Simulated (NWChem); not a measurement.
System: CH6AlOP; SMILES [CH3][Al]([OH])[PH2]

Input file for NWChem:

```
start job
memory heap 200 mb stack 900 mb global 1100 mb
geometry units angstroms
  Al    -0.032422    -0.550684     0.020550
  C      1.454414    -1.804606     0.069551
  H      1.905328    -1.914277    -0.931495
  H      1.119916    -2.801994     0.395313
  H      2.257971    -1.469277     0.745327
  O     -1.605592    -1.212632     0.087634
  H     -2.436441    -0.736330     0.064567
  P      0.254029     1.774052    -0.010006
  H     -0.767539     1.988597    -0.987649
  H      1.307571     1.702563    -0.974472
end
basis spherical
  Al library sto-3g
  C library sto-3g
  H library sto-3g
  O library sto-3g
  P library sto-3g
end
dft
  xc hfexch
  iterations 150
end
driver
  maxiter 120
end
task dft optimize
task dft freq
```

NWChem printed, in part:

```
             Northwest Computational Chemistry Package (NWChem) 7.3.0
             --------------------------------------------------------

 C1  symmetry detected

                             Geometry "geometry" -> ""
                             -------------------------

 Output coordinates in angstroms (scale by  1.889725989 to convert to a.u.)

  No.       Tag          Charge          X              Y              Z
 ---- ---------------- ---------- -------------- -------------- --------------
    1 Al                  13.0000    -0.05834792    -0.46646957     0.00875788
    2 C                    6.0000     1.50527052    -1.62415984     0.02467589
    3 H                    1.0000     1.97375612    -1.66066379    -0.97363918
    4 H                    1.0000     1.23178532    -2.65420662     0.30216838
    5 H                    1.0000     2.27782920    -1.26849337     0.72573013
    6 O                    8.0000    -1.58643604    -1.22951129     0.02467351
    7 H                    1.0000    -2.44583312    -0.80650056     0.01037955
    8 P                   15.0000     0.07857872     1.87086599     0.08291241
    9 H                    1.0000    -0.94336781     2.06285819    -0.89901471
   10 H                    1.0000     1.14553762     1.90917013    -0.86860616

 Effective nuclear repulsion energy (a.u.)     194.6680111263

                                Z-matrix (autoz)
                                --------

 Units are Angstrom for bonds and degrees for angles

      Type          Name      I     J     K     L     M      Value
      ----------- --------  ----- ----- ----- ----- ----- ----------
    1 Stretch                  1     2                       1.94561
    2 Stretch                  1     6                       1.70808
    3 Stretch                  1     8                       2.34252
    4 Stretch                  2     3                       1.10338
    5 Stretch                  2     4                       1.10127
    6 Stretch                  2     5                       1.10219
    7 Stretch                  6     7                       0.95797
    8 Stretch                  8     9                       1.43018
    9 Stretch                  8    10                       1.43012
   10 Bend                     1     2     3               110.70232
   11 Bend                     1     2     4               111.04045
   12 Bend                     1     2     5               112.11751
   13 Bend                     1     6     7               127.24103
   14 Bend                     1     8     9                94.03951
   15 Bend                     1     8    10                92.82422
   16 Bend                     2     1     6               116.94194
   17 Bend                     2     1     8               123.12552
   18 Bend                     3     2     4               107.60660
   19 Bend                     3     2     5               106.77159
   20 Bend                     4     2     5               108.39812
   21 Bend                     6     1     8               119.85025
   22 Bend                     9     8    10                94.16917
   23 Torsion                  2     1     6     7        -179.31729
   24 Torsion                  2     1     8     9         138.04560
   25 Torsion                  2     1     8    10          43.66077
   26 Torsion                  3     2     1     6         104.82214
   27 Torsion                  3     2     1     8         -78.48750
   28 Torsion                  4     2     1     6         -14.63896
   29 Torsion                  4     2     1     8         162.05139
   30 Torsion                  5     2     1     6        -136.06262
   31 Torsion                  5     2     1     8          40.62774
   32 Torsion                  6     1     8     9         -45.35626
   33 Torsion                  6     1     8    10        -139.74108
   34 Torsion                  7     6     1     8           3.87832

  xc_inp: hfexch multiplicative factor not found.

                           NWChem Geometry Optimization
                           ----------------------------

 maximum gradient threshold         (gmax) =   0.000450
 rms gradient threshold             (grms) =   0.000300
 maximum cartesian step threshold   (xmax) =   0.001800
 rms cartesian step threshold       (xrms) =   0.001200
 fixed trust radius                (trust) =   0.300000
 source of zmatrix                         =   autoz

          -------------------
          Energy Minimization
          -------------------

 Using diagonal initial Hessian
 Scaling for Hessian diagonals: bonds = 1.00  angles = 0.25  torsions = 0.10

          --------
          Step   0

                                 NWChem DFT Module
                                 -----------------

 Summary of "ao basis" -> "ao basis" (spherical)
 ------------------------------------------------------------------------------
       Tag                 Description            Shells   Functions and Types
 ---------------- ------------------------------  ------  ---------------------
 Al                          sto-3g                  5        9   3s2p
 C                           sto-3g                  3        5   2s1p
 H                           sto-3g                  1        1   1s
 O                           sto-3g                  3        5   2s1p
 P                           sto-3g                  5        9   3s2p

[...]

      ----------------------
      Optimization converged
      ----------------------

  Step       Energy      Delta E   Gmax     Grms     Xrms     Xmax
  ---- ---------------- -------- -------- -------- -------- --------
@   12    -690.74024600 -5.7D-08  0.00003  0.00001  0.00047  0.00117
                                     ok       ok       ok       ok

                                Z-matrix (autoz)
                                --------

 Units are Angstrom for bonds and degrees for angles

[...]

 Rotational Constants
 --------------------
 A=   0.199355 cm-1  (  0.286822 K)
 B=   0.095301 cm-1  (  0.137114 K)
 C=   0.066066 cm-1  (  0.095053 K)

 Temperature                      =   298.15K
 frequency scaling parameter      =   1.0000

 Zero-Point correction to Energy  =   52.169 kcal/mol  (  0.083137 au)
 Thermal correction to Energy     =   56.495 kcal/mol  (  0.090031 au)
 Thermal correction to Enthalpy   =   57.087 kcal/mol  (  0.090975 au)

 Total Entropy                    =   83.894 cal/mol-K
   - Translational                =   39.452 cal/mol-K (mol. weight =  91.9972)
   - Rotational                   =   26.643 cal/mol-K (symmetry #  =        1)
   - Vibrational                  =   17.799 cal/mol-K

 Cv (constant volume heat capacity) =   21.394 cal/mol-K
   - Translational                  =    2.979 cal/mol-K
   - Rotational                     =    2.979 cal/mol-K
   - Vibrational                    =   15.435 cal/mol-K

[normal modes left out]

 ----------------------------------------------------------------------------
 Normal Eigenvalue ||           Projected Infra Red Intensities
  Mode   [cm**-1]  || [atomic units] [(debye/angs)**2] [(KM/mol)] [arbitrary]
 ------ ---------- || -------------- ----------------- ---------- -----------
    1       -0.000 ||    0.000000           0.000         0.000       0.000
    2        0.000 ||    0.000012           0.000         0.011       0.005
    3        0.000 ||    0.000104           0.002         0.101       0.041
    4        0.000 ||    0.000032           0.001         0.031       0.013
    5        0.000 ||    0.000084           0.002         0.082       0.033
    6        0.000 ||    0.000076           0.002         0.074       0.030
    7       26.018 ||    0.000006           0.000         0.006       0.002
    8      107.124 ||    0.002740           0.063         2.672       1.077
    9      179.581 ||    0.015781           0.364        15.384       6.204
   10      237.331 ||    0.050787           1.172        49.510      19.967
   11      241.946 ||    0.028122           0.649        27.415      11.056
   12      414.460 ||    0.065864           1.520        64.208      25.894
   13      545.981 ||    0.008001           0.185         7.800       3.146
   14      803.931 ||    0.017003           0.392        16.576       6.685
   15      836.617 ||    0.029042           0.670        28.311      11.418
   16      887.207 ||    0.024679           0.569        24.059       9.703
   17      900.194 ||    0.031699           0.731        30.902      12.462
   18      907.958 ||    0.044923           1.036        43.793      17.661
   19     1021.242 ||    0.206046           4.754       200.863      81.006
   20     1133.666 ||    0.024975           0.576        24.347       9.819
   21     1524.898 ||    0.063517           1.465        61.919      24.971
   22     1662.807 ||    0.003480           0.080         3.393       1.368
   23     1872.939 ||    0.000383           0.009         0.374       0.151
   24     1873.078 ||    0.000485           0.011         0.473       0.191
   25     3027.995 ||    0.034441           0.795        33.574      13.540
   26     3065.219 ||    0.048352           1.116        47.136      19.009
   27     3542.878 ||    0.000545           0.013         0.531       0.214
   28     3718.034 ||    0.004312           0.099         4.204       1.695
   29     3730.306 ||    0.003556           0.082         3.467       1.398
   30     4248.970 ||    0.054027           1.246        52.669      21.241
 ----------------------------------------------------------------------------
```

Level: Hartree-Fock/STO-3G.
